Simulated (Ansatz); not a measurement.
Computed with Ansatz on PBE0-D4/def2-TZVP structures; ΔE is electronic, products minus reactants. CCSD(T)/CBS adds triple-zeta CCSD(T) − MP2 to the extrapolated MP2 energy (def2 sets, frozen cores). This one scheme is used for every species. DFT in def2-TZVPP. Each species was taken in one conformer, which may not be the lowest.

`CBO[SiH2]C` + `[SiH3]O[SiH2][SiH3]` → `CBO[SiH2][SiH3]` + `C[SiH2]O[SiH3]`  (redistribution)

| level | ΔE (kJ/mol) | difference from CCSD(T)/CBS |
| --- | --- | --- |
| PBE | 4.0 | 0.8 |
| revPBE | 4.4 | 1.2 |
| PBE0 | 4.0 | 0.8 |
| BHLYP | 4.2 | 1.0 |
| MP2/def2-SVP | 3.2 | 0.0 |
| CCSD/def2-SVP | 3.4 | 0.2 |
| HF/def2-TZVPP | 4.3 | 1.1 |
| SCS-MP2/def2-TZVPP | 3.1 | -0.1 |
| MP2/def2-QZVPP | 3.0 | -0.2 |
| SCS-MP2/def2-QZVPP | 3.3 | 0.1 |
| CCSD(T)/CBS | 3.2 | 0 |

Largest T1 diagnostic among the species: 0.013.

Leaving LDA and LC-ωPBE aside and taking each functional with its dispersion term where it has one, the values, not all of them listed here, spread over 2.0 kJ/mol, from revPBE-D4 to B2PLYP.

CCSD(T)/CBS has its own doubt, a few kJ/mol and more with outer-core shells, so smaller differences from it don't rank the levels.
